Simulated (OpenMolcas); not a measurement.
**Si I: effect of the level shift or regulariser**

* Program: OpenMolcas 26.06
* Basis: ANO-RCC-VTZP [5s4p2d1f]
* Scalar Hamiltonian: DKH2, point nucleus
* Active space: 2 electrons in 3 orbitals (3p)
* State averaging: 2S+1 = 3 even, 3 roots; 2S+1 = 1 even, 6 roots
* Spin-orbit coupling: RASSI with atomic mean-field integrals over the reference wave functions, term energies averaged over their components

Methods on the same reference wave functions:
A. CASSCF
B. SS-CASPT2, IPEA 0.25 Eh, imaginary shift 0.1 Eh (closed shells correlated: 2s 2p 3s)
C. SS-CASPT2, IPEA 0.25 Eh, real shift 0.2 Eh (closed shells correlated: 2s 2p 3s)
D. SS-CASPT2, IPEA 0.25 Eh, sigma2 regulariser 0.3 Eh (closed shells correlated: 2s 2p 3s)

Energies in cm⁻¹ above 3s² 3p² ³P₀, the measured ground level; measured values from NIST Handbook of Basic Atomic Spectroscopic Data.

| Level | A | B | C | D | Measured |
| --- | --- | --- | --- | --- | --- |
| 3s² 3p² ³P₀ | 0.0 | 0.0 | 0.0 | 0.0 | 0.0 |
| 3s² 3p² ³P₁ | 67.0 | 67.6 | 67.5 | 67.6 | 77.1 |
| 3s² 3p² ³P₂ | 197 | 197 | 197 | 197 | 223 |
| 3s² 3p² ¹D₂ | 8745 | 6350 | 6420 | 6350 | 6299 |
| 3s² 3p² ¹S₀ | 21343 | 15440 | 15650 | 15440 | 15394 |

Deviations, from unrounded energies. A percentage is the sum of absolute deviations over the sum of measured energies, with the sign that they share, or ± where signs differ.

```
                        Against measurement  Levels      A      B      C      D
             mean absolute deviation (cm-1)       4   2100     31    100     31
      fine structure of the ground term (%)       2  -12.2  -11.9  -11.9  -11.9
other terms of the ground configuration (%)       2  +38.7   +0.4   +1.7   +0.4
```

B, D lie about equally close to measurement and A furthest from it. The largest miss of B in the table is 3s² 3p² ¹D₂, by +47 cm-1. The ranking rests on the paired levels alone, and a cruder setting can come out closer through cancelling errors.

Among B to D the level of the table that moves most is 3s² 3p² ¹S₀, by 210 cm-1 (lowest in B, highest in C). Moves below CASPT2's spread within the term are not significant.

The mean deviations of B to D differ by less than CASPT2's widest spread within a term (98 cm-1), so their order carries little weight.

From A to B the spin-free energies of the other terms of 3s² 3p² shown, above ³P, scale by a factor of 0.72.

The lowest spin-free term lies below A's lowest term by 0.079 hartree in B, 0.078 hartree in C, 0.079 hartree in D.

CASPT2 breaks the degeneracy within a term, and the mean is taken; among the terms shown or strongly mixed into the levels shown the widest spread is 98 cm-1 (3s² 3p² ¹D, D). With the s shell closed, the reference lacks s² → p² mixing. Without dynamic correlation excited terms often stand tens of per cent too high (terms of higher spin than the ground term too low), and those without a measured partner can miss by more than the paired ones (holds for A). Measured partners are found by configuration, term and J. A level has none where our copy of the source lacks it or the pairing is in doubt (some pairs that miss far off the trend of their configuration count as doubtful), and it then counts in no deviation. Only configurations of the active space appear.
